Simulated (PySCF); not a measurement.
Output of ΔSCF core-hole calculations on GeH12Si4 (n-SiGeSiSiSiH12).

Computed, not measured: PySCF, delta-SCF UKS SCAN, pcX-2 on the ionised atom, pcseg-1 elsewhere, spin-free X2C. Atoms in this output count from 0. The cycles run on a coarse integration grid; for E(ground) and E(ion) the exchange–correlation energy is redone on a finer one, so they differ from the last cycle, and only they enter the binding energy.

```
ground state, core basis on atom 2 (Si), 201 functions
  cycle   1  E = -3261.39917669  |g| = 2.87e-01
  cycle   2  E = -3261.39926653  |g| = 3.11e-02
  cycle   3  E = -3261.39927362  |g| = 2.14e-02
  cycle   4  E = -3261.39939859  |g| = 5.37e-03
  cycle   5  E = -3261.39940785  |g| = 6.20e-04
  cycle   6  E = -3261.39940941  |g| = 1.01e-04
  E(ground) = -3261.61510407 Eh
hole in Si 2p of atom 2
  cycle   1  E = -3257.12763371  |g| = 1.24e+00
  cycle   2  E = -3256.70878598  |g| = 1.28e+00
  cycle   3  E = -3257.39328940  |g| = 3.12e-01
  cycle   4  E = -3257.47188650  |g| = 1.05e-01
  cycle   5  E = -3257.48083877  |g| = 1.52e-02
  cycle   6  E = -3257.48099982  |g| = 5.78e-03
  cycle   7  E = -3257.48102006  |g| = 2.01e-03
  cycle   8  E = -3257.48102469  |g| = 4.19e-04
  E(ion) = -3257.70802834 Eh   <S^2> = 0.7528   hole on atom = 1.002
```

**Question.** What energy does this spin-free Si 2p hole on atom 2 cost, and which doublet follows from it?

**Answer.** (-3257.708028 − (-3261.615104)) Eh × 27.2114 eV/Eh = 106.32 eV. With the spin–orbit matrix of the shell the program then gives 2p3/2 = 106.10 eV and 2p1/2 = 106.73 eV; their weighted mean, 106.31 eV, differs from that hole by -0.01 eV, as the three ground-state 2p orbitals of the atom aren't degenerate.

```
ground state, core basis on atom 0 (Si), 201 functions
  cycle   1  E = -3261.39055256  |g| = 1.82e-01
  cycle   2  E = -3261.39669091  |g| = 9.38e-02
  cycle   3  E = -3261.39861482  |g| = 4.97e-02
  cycle   4  E = -3261.39953800  |g| = 6.00e-03
  cycle   5  E = -3261.39954921  |g| = 2.20e-03
  cycle   6  E = -3261.39955337  |g| = 3.20e-04
  E(ground) = -3261.61538258 Eh
hole in Si 2p of atom 0
  cycle   1  E = -3257.12753868  |g| = 1.23e+00
  cycle   2  E = -3256.88843574  |g| = 1.14e+00
  cycle   3  E = -3257.40814282  |g| = 2.60e-01
  cycle   4  E = -3257.46099320  |g| = 9.35e-02
  cycle   5  E = -3257.46794262  |g| = 2.47e-02
  cycle   6  E = -3257.46845745  |g| = 5.17e-03
  cycle   7  E = -3257.46848499  |g| = 1.50e-03
  cycle   8  E = -3257.46848493  |g| = 3.64e-04
  E(ion) = -3257.69559739 Eh   <S^2> = 0.7526   hole on atom = 1.002
```

**Question.** What energy does this spin-free Si 2p hole on atom 0 cost, and which doublet follows from it?

**Answer.** (-3257.695597 − (-3261.615383)) Eh × 27.2114 eV/Eh = 106.66 eV. With the spin–orbit matrix of the shell the program then gives 2p3/2 = 106.45 eV and 2p1/2 = 107.08 eV; their weighted mean, 106.66 eV, equals the energy of that hole.

```
ground state, core basis on atom 3 (Si), 201 functions
  cycle   1  E = -3261.39874786  |g| = 2.86e-01
  cycle   2  E = -3261.39878887  |g| = 2.98e-02
  cycle   3  E = -3261.39871078  |g| = 2.54e-02
  cycle   4  E = -3261.39894087  |g| = 6.39e-03
  cycle   5  E = -3261.39895876  |g| = 3.70e-04
  E(ground) = -3261.61454833 Eh
hole in Si 1s of atom 3
  cycle   1  E = -3192.47327953  |g| = 4.35e+00
  cycle   2  E = -3192.17527006  |g| = 2.27e+00
  cycle   3  E = -3192.80762475  |g| = 9.42e-01
  cycle   4  E = -3193.47285802  |g| = 3.28e-01
  ...
  cycle   8  E = -3193.55935232  |g| = 2.72e-03
  cycle   9  E = -3193.55936036  |g| = 7.16e-04
  cycle  10  E = -3193.55936097  |g| = 3.27e-04
  E(ion) = -3193.78255442 Eh   <S^2> = 0.7527   hole on atom = 1.000
```

**Question.** What is the Si 1s binding energy of atom 3?

**Answer.** (-3193.782554 − (-3261.614548)) Eh × 27.2114 eV/Eh = 1845.80 eV, for the silicon bonded to 2 Si and 2 H.

```
ground state, core basis on atom 4 (Si), 201 functions
  cycle   1  E = -3261.39920935  |g| = 2.87e-01
  cycle   2  E = -3261.39929185  |g| = 3.26e-02
  cycle   3  E = -3261.39927203  |g| = 2.37e-02
  cycle   4  E = -3261.39941547  |g| = 5.70e-03
  cycle   5  E = -3261.39942836  |g| = 5.14e-04
  cycle   6  E = -3261.39942929  |g| = 1.02e-04
  E(ground) = -3261.61503608 Eh
hole in Si 2p of atom 4
  cycle   1  E = -3257.13147388  |g| = 1.23e+00
  cycle   2  E = -3256.33902642  |g| = 1.34e+00
  cycle   3  E = -3257.32067776  |g| = 3.91e-01
  cycle   4  E = -3257.46120398  |g| = 9.01e-02
  ...
  cycle   8  E = -3257.46769862  |g| = 1.58e-03
  cycle   9  E = -3257.46770206  |g| = 6.10e-04
  cycle  10  E = -3257.46770540  |g| = 2.76e-04
  E(ion) = -3257.69507879 Eh   <S^2> = 0.7524   hole on atom = 1.002
```

**Question.** What energy does this spin-free Si 2p hole on atom 4 cost, and which doublet follows from it?

**Answer.** (-3257.695079 − (-3261.615036)) Eh × 27.2114 eV/Eh = 106.67 eV. With the spin–orbit matrix of the shell the program then gives 2p3/2 = 106.46 eV and 2p1/2 = 107.08 eV; their weighted mean, 106.66 eV, differs from that hole by -0.01 eV, as the three ground-state 2p orbitals of the atom aren't degenerate.

The ground state is recomputed for each atom, because the flexible core basis sits on the ionised atom alone; energies of different blocks can't be mixed. The structure is a single PBE0-D3(BJ)/def2-SVP conformer in the gas phase; no vibrational or solvent corrections.
Labels such as C1 count atoms from 1, the log's own numbers from 0.
